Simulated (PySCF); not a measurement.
Sb(Cl)(TeH)2 (ClH2SbTe2), SMILES [Cl][Sb]([TeH])[TeH]. Atoms are numbered in the order given.

```xyz
6

Sb     0.6899    -0.8926     0.0000
Cl    -1.0962    -2.4964     0.0000
Te    -0.1698     0.8481    -1.9728
H      0.5549    -0.1221    -3.1173
Te    -0.1698     0.8481     1.9728
H      0.5549    -0.1221     3.1173
```

Geometry optimised at PBE0-D3(BJ)/def2-SVP. The geometry has at least one imaginary mode, so it is a saddle point at that level. The structure was generated by enumeration; whether it is a known compound was not checked. The def2 effective core potentials stand for the cores of Sb, Te; spin–orbit coupling is left out.

All values below come from PySCF with TDA-PBE/def2-SVPD.

Vertical excitations. Isolated molecule, no solvent. State labels are in the subgroup Cs.

```tsv
state	symmetry	energy (eV)	λ (nm)	f	main pairs
S1	A"	2.96	418	0.005	HOMO→LUMO 91 %
S2	A'	2.98	416	0.004	HOMO→LUMO+1 92 %
S3	A"	3.36	369	0.001	HOMO−1→LUMO+1 80 %, HOMO→LUMO+2 13 %
S4	A'	3.37	368	0.004	HOMO−1→LUMO 88 %
S5	A"	3.43	361	0.025	HOMO→LUMO+2 76 %, HOMO−1→LUMO+1 13 %
S6	A'	3.77	329	0.006	HOMO−1→LUMO+2 71 %, HOMO−2→LUMO 20 %
S7	A"	3.91	317	0.000	HOMO→LUMO+3 96 %
S8	A'	4.15	299	0.028	HOMO−2→LUMO 57 %, HOMO−3→LUMO+1 23 %
S9	A"	4.20	295	0.046	HOMO−2→LUMO+1 60 %, HOMO−3→LUMO 31 %
S10	A'	4.22	294	0.011	HOMO−1→LUMO+3 89 %
T1	A"	2.71	457	0	HOMO→LUMO 96 %
T2	A'	2.77	447	0	HOMO→LUMO+1 93 %
T3	A'	3.07	404	0	HOMO−1→LUMO 93 %
T4	A"	3.07	403	0	HOMO→LUMO+2 58 %, HOMO−1→LUMO+1 39 %
```
Triplets are in the Tamm–Dancoff approximation.
